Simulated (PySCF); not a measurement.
Computed structure and properties of [Dy(NH3)3]3+

System: [Dy(NH3)3]3+ (singlet in the valence; each metal's 4f electrons, 9 of them, lie in its core potential, out of spins and levels); start: displaced along the imaginary mode (C3). Method: PySCF 2.14.0, RKS B3LYP, Dy lcecp-1-SVP with ECP55, N def2-SVP, H def2-SVP; non-relativistic Hamiltonian with scalar-relativistic core potentials where named; density fitting; no spin-orbit coupling.

Input of the relaxation:

```python
mol = gto.M(atom='''
Dy    -0.00000     0.00000    -0.01313
N      2.42127     0.00097     0.04081
H      2.85650    -0.64398     0.75819
H      2.88646    -0.29398    -0.86331
H      2.87184     0.93725     0.25000
N     -1.21148     2.09640     0.04081
H     -0.87055     2.79579     0.75819
H     -1.18863     2.64674    -0.86331
H     -2.24761     2.01846     0.25000
N     -1.20980    -2.09737     0.04081
H     -1.98595    -2.15181     0.75819
H     -1.69783    -2.35276    -0.86331
H     -0.62424    -2.95572     0.25000''',
    basis={'Dy': 'lcecp-1-SVP', 'N': 'def2-SVP', 'H': 'def2-SVP'},
    ecp={'Dy': 'lcecp-1-SVP'},
    charge=3, spin=0)
mf = dft.RKS(mol, xc='B3LYP')
mf.grids.atom_grid = (50, 194)  # f atoms: unpruned, at least (60, 302)
mf = mf.density_fit()  # fitting sets: Dy AutoAux, N def2-universal-JKFIT, H def2-universal-JKFIT
mf.conv_tol = 1e-08; mf.max_cycle = 55
mf.kernel(dm0)  # dm0: converged density of the start geometry
# quasi-Newton relaxation in Cartesian coordinates to a largest gradient under 0.00045 Eh/bohr, steps kept in the point group
```

Run from Python with OMP_NUM_THREADS=2; the lines above give its settings. Where DIIS fails, smearing, a level shift and second-order steps follow.
It took 120 s on 2 threads of Intel(R) Xeon(R) Platinum 8488C (Sapphire Rapids), on a shared host, from the converged density of the start.

Course of the relaxation:

| step | energy above end (eV) | largest force component within the symmetry (eV/Å) |
| --- | --- | --- |
| 0 | 0.1159 | 0.760 |
| 1 | 0.0455 | 0.019 |
| 2 | 0.0451 | 0.018 |
| 3 | 0.0445 | 0.029 |
| 4 | 0.0418 | 0.115 |
| 5 | 0.0404 | 0.190 |
| 6 | 0.0366 | 0.204 |
| 7 | 0.0243 | 0.201 |
| 13 | 0.0059 | 0.068 |
| 14 | 0.0036 | 0.056 |
| 15 | 0.0014 | 0.044 |
| 16 | 0.0002 | 0.034 |
| 17 | 0.0001 | 0.016 |
| 18 | 0.0000 | 0.012 |
(The steps between are left out.)

Relaxed geometry (C3):

```xyz
13

Dy    0.0000    0.0000   -0.7875
N     2.2767   -0.0005    0.0063
H     2.4883   -0.6391    0.7981
H     2.9845   -0.2758   -0.7047
H     2.6369    0.9133    0.3442
N    -1.1379    1.9720    0.0063
H    -0.6907    2.4745    0.7981
H    -1.2534    2.7226   -0.7047
H    -2.1094    1.8270    0.3442
N    -1.1388   -1.9714    0.0063
H    -1.7976   -1.8354    0.7981
H    -1.7311   -2.4468   -0.7047
H    -0.5275   -2.7403    0.3442
```

| contact | Å |
| --- | --- |
| Dy1–N2 (NH3) | 2.411 |
| Dy1–N6 (NH3) | 2.411 |
| Dy1–N10 (NH3) | 2.411 |

On the finer grid (75, 302):

| Property | Result |
| --- | --- |
| HOMO | -24.33 eV |
| LUMO | -16.83 eV |
| Dipole about the centre of mass | 2.80 D |
| Set of Mulliken populations of Dy1 outside the core potential | s 2.27, p 6.18, d 0.75, f 0.03 |
| D3(BJ) dispersion energy (not in the energies) | -0.404 eV |

```tsv
atom	Mulliken (e)	Löwdin (e)	spin (e)
Dy1	1.77	1.50	0.00
N2	-0.34	-0.01	0.00
H3	0.25	0.17	0.00
H4	0.25	0.17	0.00
H5	0.25	0.17	0.00
N6	-0.34	-0.01	0.00
H7	0.25	0.17	0.00
H8	0.25	0.17	0.00
H9	0.25	0.17	0.00
N10	-0.34	-0.01	0.00
H11	0.25	0.17	0.00
H12	0.25	0.17	0.00
H13	0.25	0.17	0.00
```

The 4f levels lie in the core potential and are missing. Their spin isn't counted.

On the grid (50, 194), as all that follows. Harmonic modes: 3 unstable but soft, so probably a saddle point, though modes this soft are near the noise (counted below −25 cm⁻¹); lowest -29 cm⁻¹ (negative: unstable), highest 3374 cm⁻¹, zero-point energy 3.054 eV.

Taking off one NH3 (charge 0, singlet; the rest: singlet) in vacuum, both parts rigid, costs 4.08 eV; the small basis without counterpoise inflates it. Parting with an electron moved from the ligand to the metal can be far cheaper, even downhill.

Rigid scan of NH3 along the line from its metal:

(distance to N2 (Å), energy (eV)): (2.11, 0.500), (2.21, 0.193), (2.31, 0.042), (2.41, 0.000), (2.51, 0.032), (2.61, 0.115), (2.81, 0.366)

One start shape was tried, so this needn't be the lowest isomer.

An lcecp potential fixes the number of 4f electrons, so in runs with it no electron can move into or out of that shell.
